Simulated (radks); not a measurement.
Problem. Species: the lutetium ion Lu3+. Configuration: [Xe] 4f14 (the NIST ground configuration). Method: scalar-relativistic Kohn-Sham, BLYP, spin-polarised, spherical densities, point nucleus; computed with a radial shooting solver on a logarithmic mesh with Libxc functionals. Some entries of the table are withheld. Estimate them.

orbital  occ.  eigenvalue (eV)  <r> (bohr)
1s          2        -63280.03         (1)
2s          2        -10793.84     0.08182
2p          6        -9498.531     0.07291
3s          2        -2466.288         (2)
3p          6        -2077.687      0.2123
3d         10        -1611.369      0.1925
4s          2        -511.9443      0.4780
4p          6        -384.4698      0.5079
4d         10        -218.2947      0.5477
5s          2         -87.5551       1.166
5p          6         -57.8138       1.372
4f         14         -36.0395      0.7171

Solution. 
(1) 1s <r> (bohr): 0.01932
(2) 3s <r> (bohr): 0.2126
